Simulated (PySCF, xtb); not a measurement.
YOF, SMILES [O]=[Y][F].

xtb with GFN2-xTB at its own geometry gives an orbital gap of 1.33 eV and a dipole moment of 6.55 D.

Geometry optimised at PBE0-D3(BJ)/def2-TZVP. The def2 effective core potentials stand for the cores of Y; spin–orbit coupling is left out.

Question: What does PBE/def2-TZVPD run with PySCF give? (An estimate is asked for; the answer gives what the named calculation found.)

Answer: gap 2.34 eV (levels -5.34 and -3.00 eV), dipole 7.24 D.
